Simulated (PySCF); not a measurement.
C8H8Si, SMILES C(#C)[SiH2]c1ccccc1 (GFN2-xTB optimised geometry):

```
17

C      0.289    -3.247     0.015
C     -0.485    -2.327     0.009
Si    -1.675    -0.911    -0.001
C     -0.676     0.692     0.000
C     -1.330     1.921     0.000
C     -0.622     3.109     0.000
C      0.763     3.090     0.000
C      1.430     1.877     0.000
C      0.716     0.692     0.000
H      0.966    -4.053     0.021
H     -2.511    -0.989     1.205
H     -2.498    -0.996    -1.216
H     -2.411     1.947     0.000
H     -1.150     4.053     0.000
H      1.318     4.016     0.000
H      2.511     1.855     0.000
H      1.243    -0.251     0.000
```

Calculation: CAM-B3LYP/def2-SVP (PySCF).

Task: What are the frontier orbital energies and the dipole moment?

Result: HOMO-2 -9.51 eV, HOMO-1 -8.56 eV, HOMO -8.52 eV, LUMO 0.59 eV, LUMO+1 1.04 eV; dipole moment 0.63 D.

On the same geometry PBE/def2-SVP in PySCF gives HOMO-2 -6.92 eV, HOMO-1 -6.38 eV, HOMO -6.36 eV, LUMO -1.44 eV, LUMO+1 -1.09 eV; dipole moment 0.69 D.

Meta-Löwdin charges at CAM-B3LYP/def2-SVP: C1 -0.14, C2 -0.27, Si3 0.66, C4 -0.22, C5 -0.09, C6 -0.10, C7 -0.09, C8 -0.10, C9 -0.09, H10 0.16, H11 -0.10, H12 -0.10, H13 0.09, H14 0.10, H15 0.10, H16 0.10, H17 0.11.
